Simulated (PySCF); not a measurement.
HgI, SMILES [I][Hg] (connectivity only; charge and spin as stated), neutral, multiplicity 2. Coordinates come from a PBE0-D3(BJ)/def2-TZVP optimisation. The spin state was assumed, not searched. The def2 effective core potentials stand for the cores of Hg, I; spin–orbit coupling is left out.

All values below come from PBE0-D3(BJ)/def2-TZVP (PySCF).

Harmonic wavenumbers (cm⁻¹): 127. Rotational constants (GHz): 0.8556 (linear); symmetry number 1.

### Question
Work out the zero-point energy and the ideal-gas rigid-rotor harmonic-oscillator thermochemistry at 298.15 K and 1 atm.

### Answer
ZPE = ½ Σ hcν = ½ × 127 cm⁻¹ = 0.18 kcal/mol. H − E(el) = 2.68 kcal/mol. Entropy in cal/(mol K): translation 43.25, rotation 19.65, vibration 2.99, spin 1.38, total 67.27. G − E(el) = -17.37 kcal/mol. Cp = 8.88 cal/(mol K). Modes under 150 cm⁻¹ make the vibrational entropy uncertain.
